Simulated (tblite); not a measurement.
Compound: C7H13P.
SMILES with atom numbers: `[CH2:1]=[C:2]([CH3:3])[P:4]1[CH2:5][C@@H:6]1[CH2:7][CH3:8]` (hydrogens: H9, H10 on C1; H11, H12, H13 on C3; H14, H15 on C5; H16 on C6; H17, H18 on C7; H19, H20, H21 on C8)

Structure used (GFN2-xTB), in Å, numbered top down from 1:
```xyz
21
C7H13P angstrom
C     -2.086    1.382   -0.131
C     -1.787    0.121    0.143
C     -2.282   -1.033   -0.676
P     -0.900   -0.386    1.680
C      0.497    0.819    1.708
C      0.849   -0.495    1.063
C      1.214   -0.525   -0.402
C      2.650   -0.053   -0.612
H     -1.771    2.199    0.498
H     -2.663    1.652   -1.003
H     -2.997   -1.612   -0.092
H     -2.769   -0.690   -1.587
H     -1.460   -1.698   -0.938
H      0.430    1.681    1.058
H      0.928    1.039    2.676
H      1.469   -1.154    1.668
H      0.534    0.121   -0.962
H      1.111   -1.543   -0.788
H      3.347   -0.705   -0.090
H      2.778    0.958   -0.234
H      2.898   -0.060   -1.671
```

All values are computed: GFN2-xTB (tblite) harmonic vibrations without scaling, gas phase. Errors from tens to a few hundred cm⁻¹ against measured bands are possible. One conformer, not necessarily the lowest.

Harmonic wavenumbers (cm⁻¹): 66.4, 91.0, 108.1, 125.0, 166.4, 214.2, 226.0, 291.3, 343.1, 367.2, 414.2, 458.9, 619.6, 681.3, 698.4, 708.2, 821.0, 825.4, 881.4, 895.5, 944.7, 955.8, 998.2, 1006.5, 1024.2, 1038.1, 1040.4, 1089.2, 1153.9, 1183.9, 1187.1, 1248.7, 1302.6, 1350.2, 1393.0, 1407.3, 1410.8, 1414.2, 1469.7, 1477.1, 1490.1, 1500.0, 1504.4, 1682.6, 2957.1, 2976.8, 2988.5, 2994.2, 3011.8, 3023.8, 3032.8, 3034.3, 3040.0, 3043.5, 3061.1, 3073.0, 3106.8.

A = 2371, B = 1209, C = 1050 MHz; mass 128.075 u (most abundant isotopes); point group C1, symmetry number 1.

Problem. What is the zero-point energy?

Solution. Half the sum of the wavenumbers: 39310 cm⁻¹ = 470.24 kJ/mol.

Problem. Entropy at 350 K, 1 bar (ideal gas, RRHO, classical rotation)?

Solution. Translation 172.71, rotation 123.58, vibration 145.00: S = 441.3 J/(mol K).

Problem. And Cp and H(350 K) − H(0)?

Solution. Cp = 188.97 J/(mol K), of which vibrations give 155.71 (their classical limit is 57 R = 473.9); H(350 K) − H(0) = 38.82 kJ/mol without the zero-point energy, 27.18 from vibrations.

Problem. Which modes carry the vibrational entropy at 350 K?

Solution. 66.4 cm⁻¹: 19.14; 91.0 cm⁻¹: 16.54; 108.1 cm⁻¹: 15.13; 125.0 cm⁻¹: 13.94; 166.4 cm⁻¹: 11.63; 214.2 cm⁻¹: 9.64 J/(mol K); the other 51 give 58.99 together.

Problem. How do the functions run with temperature in this model?

Solution. 
```tsv
T (K)	S (J/(mol K))	Cp (J/(mol K))	H − H(0) (kJ/mol)	G − H(0) (kJ/mol)	ln q(vib)
100	287.6	80.8	5.43	-23.33	1.43
200	356.4	121.8	15.59	-55.68	4.09
300	414.0	166.1	29.94	-94.25	6.76
500	519.4	250.2	71.94	-187.75	12.10
800	656.8	334.0	160.65	-364.81	19.90
1000	735.6	371.2	231.36	-504.21	24.81
```

q(vib) and H(0) count from the zero-point level.

Hindered rotation and anharmonicity are outside this model. Other conformers, if any are populated, would add a mixing term that is left out. The structure is chiral; the term R ln 2 for an equal mix with its mirror image is left out.

The run took 0.86 s of wall time on Arm Neoverse V1, one thread, shared host with 32 logical CPUs at a one-minute load of 13. This covers the Hessian and the dipole derivatives.
